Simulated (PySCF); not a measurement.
Job for PySCF: R-B3LYP/3-21G on H4SiTe (SMILES [SiH3][TeH]), a point of a torsion scan.

```python
from pyscf import gto, scf, dft, mp
from pyscf.data.elements import chemcore

mol = gto.M(
    atom='''
    Si   -0.64973864    0.05165103    0.01262027
    Te    1.67302370    0.90023143   -0.22484673
    H    -0.83180413   -0.52798917    1.33361743
    H    -1.60384212    1.13971679   -0.17498784
    H    -0.92110264   -0.96083441   -1.00258776
    H     2.05924162    0.42409278    1.30230127
    ''',
    basis='3-21g',
    charge=0, spin=0, verbose=3, max_memory=1800)
mf = dft.RKS(mol, xc='b3lyp')
mf.conv_tol = 1e-8
mf.max_cycle = 100
mf.kernel()
if not mf.converged:
    mf = mf.newton().run(mf.mo_coeff, mf.mo_occ)
```

Program output:

```
converged SCF energy = -6875.71786196021
```

The calculation finished and met its thresholds.

Cost: very roughly 5 core-seconds.
